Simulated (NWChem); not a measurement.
Species: CH2NO cation; SMILES N=C=[OH+]

```xyz
5

N     -0.0302     1.1896     0.0000
C     -0.0170     0.0422     0.0000
O     -0.1198    -1.1882     0.0000
H     -0.0388     2.2064     0.0000
H      0.7020    -1.7252     0.0000
```
Atoms are numbered in this order, from 1.

Coordinates come from a PBE0/def2-SVP optimisation.

 Unshifted, non-relativistic core excitations; the lowest 4 roots alone, so stronger bands may lie above.

List the first C K-edge excitations from PBE0/6-311G** (spherical d), restricted-window TDA (NWChem).


| state | energy (eV) | dipole oscillator strength | leading excitation (squared amplitude) |
|---|---|---|---|
| S1 | 279.6 | 0.0663 | 1s of atom 2 or its equivalents → LUMO (0.98) |
| S2 | 280.4 | 0.0715 | 1s of atom 2 or its equivalents → LUMO+1 (0.99) |
| S3 | 282.0 | 0.0021 | 1s of atom 2 or its equivalents → LUMO+2 (0.95) |
| S4 | 284.5 | 0.0031 | 1s of atom 2 or its equivalents → LUMO+3 (0.98) |
